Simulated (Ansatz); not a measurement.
Start from `C=N[C](=C)[GeH3]` and change one atom or group to get `C=[C]([SiH3])[GeH3]`.

Ansatz, PBE0-D4/def2-TZVP geometries, multiplicity 1. Each molecule was computed in one conformer, which needn't be the lowest.

Scalar relativity is left out up to krypton.

| property | `C=N[C](=C)[GeH3]` |
| --- | --- |
| LUMO energy (PBE/def2-TZVPP) / eV | -2.39 |
| LUMO energy (PBE0/def2-TZVPP) / eV | -1.37 |
| size of the dipole moment (PBE/def2-TZVPP) / D | 0.70 |
| HOMO energy (PBE/def2-TZVPP) / eV | -5.92 |
| HOMO–LUMO gap (PBE/def2-TZVPP) / eV | 3.53 |
| HOMO energy (B3LYP/def2-TZVPP) / eV | -7.08 |

(1) What does the change do to each property? (Estimate.)

## Answers

(1) Ansatz gave: 
| property | `C=[C]([SiH3])[GeH3]` | shift |
| --- | --- | --- |
| LUMO energy (PBE/def2-TZVPP) / eV | -1.78 | 0.61 |
| LUMO energy (PBE0/def2-TZVPP) / eV | -0.78 | 0.59 |
| size of the dipole moment (PBE/def2-TZVPP) / D | 0.72 | 0.02 |
| HOMO energy (PBE/def2-TZVPP) / eV | -6.96 | -1.04 |
| HOMO–LUMO gap (PBE/def2-TZVPP) / eV | 5.19 | 1.66 |
| HOMO energy (B3LYP/def2-TZVPP) / eV | -7.84 | -0.76 |

With PBE0 the HOMO falls by 0.78 eV and the LUMO rises by 0.59 eV, so the gap widens by about 1.37 eV. PBE moves the HOMO by -1.04 eV and ωB97M-V by -0.68 eV. Dipoles are sizes alone; their direction can turn.

B3LYP here is the variant with VWN-RPA as its local correlation; programs differ in this.
